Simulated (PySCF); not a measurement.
# Correlation energy of Zr (zirconium, neutral)

[Kr] 4d3 5s1, high-spin 5F determinant (an excited configuration). Calculation: PySCF 2.14, in ANO-RCC-VTZP; the spin-free X2C one-electron Hamiltonian (Gaussian nucleus). Frozen: [Ar] 3d10; 12 electrons correlated.

```json
{"level": "CCSD", "correlation energy (mhartree)": "-312.04"}
{"level": "(T)", "correlation energy (mhartree)": "-9.20"}
{"level": "CCSD(T)", "correlation energy (mhartree)": "-321.24"}
```

Diagnostics: T1 = 0.011, D1 = 0.0496, largest double amplitude 0.034.

Question: Is a single reference adequate?

Answer: Yes, within this model without spin-orbit coupling: T1 lies below 0.03 and no double amplitude reaches 0.07.
